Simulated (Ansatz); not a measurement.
A structure relaxed at PBE0-D4/def2-TZVP, charge 0, multiplicity 1:

```csv
atom,x (Å),y (Å),z (Å)
O1,-0.724,0.891,-1.763
C2,-0.077,0.062,-1.187
Ge3,0.046,-0.032,0.813
H4,0.491,-0.704,-1.768
H5,1.524,0.098,1.217
H6,-0.794,1.095,1.420
H7,-0.466,-1.410,1.268
```

Give its formula and SMILES.

CH4GeO, `O=[CH][GeH3]`.

Point group (tolerance 0.08 Å, 0.16 Å for H)?

Cs.

Summarise the bond lengths by kind.

1 × C–O 1.199 Å; 1 × C–Ge 2.006 Å; 1 × C–H 1.116 Å; 3 × Ge–H 1.531 to 1.538 Å.

Results of the Gaussian-basis code of Ansatz.
